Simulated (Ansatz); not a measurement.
Species: CH4BO, charge 0, doublet. CH4BO (SMILES BO[CH2], doublet).
B3LYP-D3(BJ)/def2-TZVP minimum from Ansatz (a quantum-chemistry and plane-wave program):
```
O
C 1 1.3516
B 1 1.3592 2 124.33
H 2 1.0768 1 116.03 3 -180.00
H 2 1.0810 4 124.75 1 -180.00
H 3 1.1888 1 116.49 2 180.00
H 3 1.1956 6 123.94 1 -180.00
```
Charge 0, spin multiplicity 2.

Atomisation energy term by term, kcal/mol (programs: Ansatz). Open shells are spin-unrestricted; no spin-orbit coupling. Cores are frozen in correlated methods. Rows without X2C or -DK are non-relativistic. CBS(X,Y): correlation extrapolated as X^-3, Hartree-Fock from the larger set. A bracket is a step between two methods taken in the basis named. '+ core + X2C': CCSD(T) terms for core correlation (cc-pwCVTZ) and scalar relativity (cc-pVTZ-DK). Where a partner has so few electrons that a lower coupled-cluster level is exact, that level stands in.

```tsv
term	basis	kcal/mol
Hartree-Fock	cc-pVQZ	463.50
CCSD correlation	CBS(cc-pVTZ,cc-pVQZ)	138.15
(T)	CBS(cc-pVTZ,cc-pVQZ)	8.49
CCSDT(Q) - CCSD(T)	cc-pVDZ	0.52
core correlation	cc-pwCVTZ	2.58
scalar relativity	X2C, cc-pVTZ-DK	-0.53
sum: De		612.7
```
